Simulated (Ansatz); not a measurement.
Reaction (substitution at a C–Si bond): `[SiH3]C[SiH2]I` + H–F → `FC[SiH2]I` + SiH₄

Isolated molecules relaxed with PBE0-D4/def2-TZVP in Ansatz; ΔE leaves out vibrations. CCSD(T)/CBS is the MP2 limit (def2-TZVPP, def2-QZVPP) plus CCSD(T) − MP2 in def2-TZVPP, frozen cores. This one scheme is used for every species. Functionals use def2-TZVPP. def2 core potentials past Kr. For I outer-core shells are correlated without core-valence functions, which leaves a few kJ/mol of doubt a bond. Each species was taken in one conformer, which may not be the lowest.

| level | ΔE (kcal/mol) |
| --- | --- |
| B2PLYP | 26.9 |
| PBE | 25.9 |
| PBE0 | 27.8 |
| HF/def2-TZVPP | 23.2 |

Task: What does CCSD(T)/CBS give? (Estimate.)

Result: Ansatz gave: +31.0 kcal/mol. The listed levels differ from it by -4.1, -5.1, -3.2, -7.8 kcal/mol.

Largest T1 diagnostic among the species: 0.011.

From PBE to PBE0 (25 % exact exchange), in def2-TZVPP and without D4, ΔE moves by +1.9 kcal/mol. In def2-TZVPP, CCSD(T) changes the Hartree–Fock value by +6.4 kcal/mol (the triples alone add +0.7 kcal/mol) and MP2 by +10.0 kcal/mol.
